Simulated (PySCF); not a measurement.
Input of a run (PBE0-D3(BJ)/def2-SVP geometry optimisation, gas phase, def2 core potentials past Kr (PySCF 2.14.0)), started from GFN2-xTB:
```
{"job": {"xc": "PBE0", "basis": "def2-SVP", "d3": "d3bj", "grid": 1, "maxiter": 40, "kind": "geom"}, "charge": 0, "multiplicity": 3}
Mo     0.004850    -0.002900    -0.003530
C      0.004390    -0.003100     2.018950
C     -0.000140    -0.003040     3.237190
H     -0.004650    -0.003710     4.293630
C      1.913050     0.001760    -0.677100
C      3.065120     0.006340    -1.073350
H      4.063490     0.011110    -1.418930
C     -0.952070     1.649270    -0.677270
C     -1.529530     2.641970    -1.084030
H     -2.029720     3.503310    -1.436270
C     -0.955110    -1.651040    -0.678990
C     -1.537450    -2.644640    -1.076440
H     -2.042230    -3.505330    -1.423870
```

Output (energies in Eh, forces in Eh/bohr):
```
step   0  E = -374.53492596  max force = 0.028896
step   1  E = -374.53783202  max force = 0.002875
step   2  E = -374.53794920  max force = 0.000512
step   3  E = -374.53795807  max force = 0.000130
optimisation converged
```

Summarise the run.

The energy falls by 0.083 eV over 4 energy and gradient evaluations, the largest force component goes from 0.0289 to 1.3e-04 Eh/bohr, and the atoms move by 0.021 Å rms after alignment. Among the bonds, Mo1–C5 and Mo1–C8 change most and about equally (-0.028 Å). Bonds longer at the end by more than 0.005 Å: 8 of 12; shorter: 4. The energy never rose by more than 1e-6 Eh on the way. The first step brought 96 % of the lowering.

What are the final bond lengths?

Mo1–C2 1.997 Å, Mo1–C5 1.995 Å, Mo1–C8 1.997 Å, Mo1–C11 1.997 Å, C2–C3 1.229 Å, C3–H4 1.077 Å, C5–C6 1.229 Å, C6–H7 1.077 Å, C8–C9 1.229 Å, C9–H10 1.076 Å, C11–C12 1.229 Å, C12–H13 1.076 Å. Numbering counts from 1 in the input's order; the species is Mo(CCH)4 (`C#[C][Mo]([C]#C)([C]#C)[C]#C`) [triplet].

The run used 163 basis functions and 41 SCF cycles in all. Hardware: one thread, x86-64 server, no GPU, on a shared host. Cost: 1.7 min wall.

Not checked by PBE0-D3(BJ)/def2-SVP frequencies. ⟨S²⟩ = 2.054 (exact for a triplet: 2.00).

Neither the SCF state along the optimisation nor the shape of the open-shell metal species was proved the lowest: other solutions of the same spin, or a structure of lower symmetry, can lie below.
